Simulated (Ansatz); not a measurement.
C₂H₄NO, doublet, geometry from GFN2-xTB. Base run: Ansatz (a first-principles code) with SVWN5/6-311G**.

Here is a job for Ansatz.
Ansatz 0.2 input:
```yaml
crystal:
  periodic: [false, false, false]
  atoms:
    - {symbol: O, position_ang: [0.52038037, 1.10899932, 0.47787017]}
    - {symbol: C, position_ang: [0.07362476, 0.04155692, 0.01629218]}
    - {symbol: N, position_ang: [0.97908963, -0.79537771, -0.38307541]}
    - {symbol: C, position_ang: [-1.37266602, -0.31112209, -0.09746586]}
    - {symbol: H, position_ang: [-1.87439289, 0.42856119, -0.71790388]}
    - {symbol: H, position_ang: [-1.47291315, -1.29927869, -0.53410739]}
    - {symbol: H, position_ang: [-1.82638734, -0.28731230, 0.89115672]}
    - {symbol: H, position_ang: [1.95127056, -0.52892976, -0.29353686]}
basis:
  gaussian:
    orbitals: 6-311G__.json
hamiltonian:
  xc: {name: SVWN5}
magnetization: {spin_polarized: true, initial_magnetization: 1}
```
The basis file holds 6-311G** in the JSON format of the Basis Set Exchange.

The base run was repeated with changes; each row names its change, and settings that it needs were set with it.

```
change                                        E (Eh)  SCF-reference <S^2>  core-seconds (rough)
----------------------------------------  ----------  -------------------  --------------------
base                                      -206.88387                0.752                     2
functional = b3lyp5                       -208.47348                0.756                     6
functional = B2PLYP                       -208.37612                0.827                    10
functional = wB97M-V                      -208.49459                0.759                    40
functional = cam_b3lyp                    -208.48631                0.757                     9
functional = revpbe                       -208.53329                0.753                     4
functional = hf                           -207.38650                0.951                     6
functional = BHLYP                        -208.46013                0.816                     9
functional = r2scan                       -208.47640                0.756                     8
functional = hse06                        -208.33405                0.757                     5
functional = b3lyp                        -208.58811                0.756                     4
functional = b3lyp; dispersion = d3bjatm  -208.59577                0.756                     5
functional = pbe                          -208.34698                0.753                     4
```

Total energies compare only within one method and basis.
